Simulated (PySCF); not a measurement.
A calculated (UHF, PySCF 2.14, x2c-QZVPPall with one added diffuse shell each of s, p, d, f type, scalar relativity by spin-free X2C-1e) atom or ion has these occupied shells.

```tsv
shell	electrons	orbital energy (eV)	rms radius, mean of both spins (bohr)
1s α	1	-10461.7	0.0560
1s β	1	-10461.6	0.0560
2s α	1	-1361.2	0.235
2s β	1	-1361.0	0.235
2p α	3	-1183.1	0.211
2p β	3	-1183.1	0.211
3s α	1	-199.25	0.699
3s β	1	-198.78	0.699
3p α	3	-143.23	0.737
3p β	3	-143.11	0.737
3d α	5	-51.848	0.885
3d β	5	-51.740	0.885
4s α	1	-29.748	2.29
```

Problem. Name the element and its charge.

Solution. Ga²⁺ (gallium, charge +2), in [Ar] 3d10 4s1, 2S determinant.
